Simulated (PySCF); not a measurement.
C₇H₁₅BO.
SMILES with atom numbers: `[CH3:1][O:2][CH2:3][C@H:4]1[CH2:5][BH:6][CH2:7][CH2:8][CH2:9]1`

Geometry (PBE0-D3(BJ)/def2-SVP, Å), atoms numbered from 1 in this order:
```
atom  x, y, z in Å
C1     3.0297   -1.0939   -0.6234
O2     2.1069   -0.5704   -1.5266
C3     1.4131    0.5556   -1.0666
C4     0.3320    0.2631   -0.0303
C5    -0.3399    1.5580    0.4324
B6    -1.7033    1.3817    1.1803
C7    -2.5100    0.0527    1.0207
C8    -1.7091   -1.1448    0.5071
C9    -0.6881   -0.7466   -0.5524
H10    3.7510   -0.3248   -0.2809
H11    2.5558   -1.5358    0.2742
H12    3.5889   -1.8883   -1.1381
H13    0.9395    1.0070   -1.9557
H14    2.1225    1.3069   -0.6587
H15    0.8189   -0.1898    0.8545
H16   -0.6425    2.1585   -0.4576
H17    0.3559    2.2235    0.9718
H18   -2.1907    2.3215    1.7765
H19   -3.2705    0.3529    0.2632
H20   -3.1150   -0.1879    1.9109
H21   -2.3782   -1.9272    0.1120
H22   -1.1734   -1.6117    1.3532
H23   -0.1550   -1.6324   -0.9312
H24   -1.2079   -0.3089   -1.4269
```

NICS = −σ at a ghost point: NICS(0) at the centroid of the ring atoms, NICS(1) 1 Å to either side along the normal of their mean plane, zz for the tensor component along that normal. Level: GIAO PBE0/pcSseg-1 (PySCF, non-relativistic, gas phase) on the PBE0-D3(BJ)/def2-SVP geometry, one conformer.

Ring bond lengths (Å), with Mayer bond orders in brackets: C4–C5 1.530 (1.01), C5–B6 1.565 (1.00), B6–C7 1.563 (1.01), C7–C8 1.529 (1.04), C8–C9 1.524 (1.05), C9–C4 1.527 (0.99).

Task: Give the NICS values of each ring in ppm.

Result: 
```json
{"ring": "C4–C5–B6–C7–C8–C9", "type": "6-membered ring with B; formal bonds all single", "NICS(0)": "1.7", "NICS(1), two faces": "-2.1 / -0.4", "NICS(1)zz, two faces": "2.8 / 3.7", "rms pucker (Å)": "0.20", "centre to ring atoms, mean (Å)": "1.50"}
```

Task: What can be read from them?

Result: 
- C4–C5–B6–C7–C8–C9: mean NICS(1)zz 3.2 ppm, deshielded. C4, C5, C7, C8, C9 have four or more neighbours, so the value isn't read as a sign of a π ring current.

Task: What field does 9.4 T along the ring normal induce along that normal at the first NICS(1) probe listed for ring C4–C5–B6–C7–C8–C9, 1 Å off the ring?

Result: NICSzz × B0 = 2.8 ppm × 9.4 T = 26 μT, along the applied field.

Task: How do the values depend on the level or the medium?

Result: 
```
                 level  NICS(0), C4–C5–B6–C7–C8–C9  mean NICS(1)zz, C4–C5–B6–C7–C8–C9
    PBE0/pcSseg-1, gas                         1.7                                3.2
mPW1PW91/pcSseg-1, gas                         1.7                                3.2
```

The geometry is the same throughout.

Time: 54 s of wall time; peak memory 1.2 GiB. Hardware: an Arm Neoverse V1 with one thread, shared host. This is the whole shielding run at PBE0/pcSseg-1, SCF included.
